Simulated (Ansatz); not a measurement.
ClH3SeSn (`[Cl][SnH2][SeH]`), 6 atoms. Total charge 0; spin multiplicity 1. Correlated methods include outer-core shells of Se, Sn, which these sets cover unevenly. Scalar relativity is left out up to krypton. Sn: def2 effective core potential. All runs use 2 threads of a server CPU on a shared host. Correlated methods freeze the cores.

**Question.** Give the basis size and wall time and peak host memory of each of these runs in Ansatz. RKS PBE0-D4/def2-QZVPP energy; RHF-CCSD(T)/def2-TZVPP energy; RKS PBE0-D4/def2-TZVP frequencies; RKS ωB97M-V/def2-SVP energy; RKS ωB97M-V/def2-QZVPP energy; RHF-MP2/def2-QZVPP energy; RKS PBE0-D4/def2-SVP energy; RHF-CCSD(T)/def2-SVP energy; RKS B3LYP-D4/def2-TZVPP energy and forces; RKS PBE0-D4/def2-TZVPP energy; RKS PBE0-D4/def2-TZVP relaxation (5 steps); RKS r2SCANh-D4/def2-TZVPP energy. (Best estimate.)

**Answer.** Ansatz gave: Other jobs shared the machine, so times are rough.

```tsv
level	job	functions	wall time	peak host memory (GiB)
RKS PBE0-D4/def2-SVP	energy	91	1.9 s	0.21
RKS PBE0-D4/def2-TZVPP	energy	182	2.9 s	0.53
RHF-CCSD(T)/def2-SVP	energy	91	4.1 s	0.33
RKS B3LYP-D4/def2-TZVPP	energy and forces	182	4.4 s	0.52
RKS r2SCANh-D4/def2-TZVPP	energy	182	4.6 s	0.53
RKS ωB97M-V/def2-SVP	energy	91	4.9 s	0.3
RKS PBE0-D4/def2-QZVPP	energy	331	8 s	1.1
RKS ωB97M-V/def2-QZVPP	energy	331	17 s	1.3
RHF-MP2/def2-QZVPP	energy	331	17 s	1.3
RKS PBE0-D4/def2-TZVP	relaxation (5 steps)	153	21 s	0.45
RHF-CCSD(T)/def2-TZVPP	energy	182	73 s	2
RKS PBE0-D4/def2-TZVP	frequencies	153	100 s	0.44
```

B3LYP here is the variant with VWN-RPA as its local correlation; programs differ in this.
